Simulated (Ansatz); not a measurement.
Reaction (formal exchange of groups at a Te–C bond): `CC(=O)[Te][SiH3]` + `OB(O)Cl` → `OB(O)[Te][SiH3]` + `CC(=O)Cl`

Isolated molecules relaxed with PBE0-D4/def2-TZVP in Ansatz; ΔE leaves out vibrations. CBS: MP2 limit from def2 TZ/QZ plus the TZ coupled-cluster correction, frozen cores. DFT in def2-TZVPP. Elements past krypton have def2 core potentials. For Te outer-core shells are correlated without core-valence functions, which leaves a few kJ/mol of doubt a bond. Each species was taken in one conformer, which may not be the lowest.

| level | ΔE (kJ/mol) | difference from CCSD(T)/CBS |
| --- | --- | --- |
| r2SCAN-D4 | 48.5 | -0.3 |
| PBE0-D4 | 44.1 | -4.7 |
| ωB97M-V | 44.5 | -4.3 |
| B2PLYP | 48.0 | -0.8 |
| r2SCAN | 48.0 | -0.8 |
| CCSD/def2-TZVPP | 47.9 | -0.9 |
| CCSD(T)/def2-TZVPP | 47.5 | -1.3 |
| SCS-MP2/def2-QZVPP | 48.3 | -0.5 |
| MP2/CBS(def2) | 47.7 | -1.1 |
| CCSD/CBS(def2) | 49.2 | 0.4 |
| CCSD(T)/CBS | 48.8 | 0 |

Largest T1 diagnostic among the species: 0.015.
